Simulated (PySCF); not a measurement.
Input of a response calculation (the driver script's job line, then coordinates in Å):

```
{"job": {"kind": "uv", "xc": "B3LYP", "basis": "def2-SVPD", "nstates": 8, "ntriplets": 3}, "charge": 0, "multiplicity": 1}
B      1.337242     0.551713    -0.040266
As     0.067652    -0.498715    -1.083258
B     -1.412084    -0.123285     0.163485
F     -1.851830     1.116669     0.283358
H      2.270919     0.071336     0.478062
H      1.207404     1.715660    -0.000931
H      0.392714    -1.889438    -0.604280
H     -2.002960    -0.934528     0.779265
```

Output:

```
coarse grid: 32880 points
cycle   1  E = -2387.4757326716  dE = -5.223e-01  |g| = 4.539e-01  |ddm| = 3.511e+00
cycle   2  E = -2387.4229406993  dE =  5.279e-02  |g| = 7.320e-01  |ddm| = 1.040e+00
cycle   3  E = -2387.5096427004  dE = -8.670e-02  |g| = 7.022e-02  |ddm| = 6.000e-01
cycle   4  E = -2387.5104326220  dE = -7.899e-04  |g| = 1.409e-02  |ddm| = 8.893e-02
cycle   5  E = -2387.5104607224  dE = -2.810e-05  |g| = 6.160e-03  |ddm| = 2.742e-02
cycle   6  E = -2387.5104750829  dE = -1.436e-05  |g| = 1.165e-03  |ddm| = 1.078e-02
cycle   7  E = -2387.5104755823  dE = -4.994e-07  |g| = 2.031e-04  |ddm| = 1.969e-03
final grid: 68584 points
cycle   8  E = -2387.5104640345  dE = -1.440e-08  |g| = 1.978e-04  |ddm| = 2.145e-03
cycle   9  E = -2387.5104640275  dE =  6.970e-09  |g| = 2.456e-04  |ddm| = 6.617e-04
cycle  10  E = -2387.5104640493  dE = -2.179e-08  |g| = 3.683e-05  |ddm| = 3.793e-04
cycle  11  E = -2387.5104640496  dE = -2.474e-10  |g| = 3.109e-06  |ddm| = 5.386e-05
converged SCF energy = -2387.5104640496

Static polarisability (au): isotropic 62.357, principal 52.575 62.548 71.947

Singlet excitations
state   eV       nm        f      main configurations
  1   4.5616    271.8   0.04930   H->L 0.83, H-1->L 0.12
  2   4.8842    253.8   0.01437   H-1->L 0.68, H->L+1 0.16, H->L 0.13
  3   5.6196    220.6   0.00414   H-2->L 0.89
  4   5.8774    211.0   0.10185   H-1->L+1 0.43, H->L+1 0.34, H-1->L 0.10
  5   5.9870    207.1   0.12503   H-1->L+1 0.47, H->L+1 0.40
  6   6.7064    184.9   0.03814   H->L+2 0.94
  7   6.8361    181.4   0.01290   H-3->L 0.85
  8   7.1166    174.2   0.02101   H-2->L+1 0.88

Triplet excitations (Tamm-Dancoff, eV): 3.5596 4.3306 4.8442
```

Method: TDDFT B3LYP/def2-SVPD, vertical, gas phase, core orbitals frozen in the response (PySCF). The structure is a single GFN2-xTB conformer in the gas phase; no vibrational or solvent corrections. Relativistic effects, spin–orbit coupling among them, are left out although an element past zinc is present.

Q: What share of the summed oscillator strength falls to the strongest level in this window?

A: State 5 at 207 nm: 0.1250 of 0.3667, or 34%.

Q: Which orbital energies lie behind H and L?

A: HOMO -7.63 eV and LUMO -2.38 eV, a gap of 5.25 eV; state 1 differs from that by -0.69 eV.

Q: What transition dipole goes with state 5?

A: |μ|² = 3f / (2ΔE) = 3 × 0.1250 / (2 × 0.2200) = 0.852 au, so |μ| = 2.35 D.

Q: How much of the mean polarisability do the listed states account for?

A: The sum over states Σ f/ΔE² (ΔE in hartree) gives 8.20 au, 13% of the total; the rest comes from higher roots of the same response equations.

Q: How many basis functions and electrons does this run hold?

A: 133 basis functions for 56 electrons in 28 doubly occupied orbitals.

Q: Write the structure that the coordinates describe.

A: `B[AsH]BF` (AsB2FH4), point group C1.

The SCF starts on a coarse grid; the energy jumps when the final grid takes over, and dE counts afresh there. H and L stand for HOMO and LUMO.

Shape of the structure used: `[BH2:1][AsH:2][BH:3][F:4]`: B1–As2–B3–F4 66°.
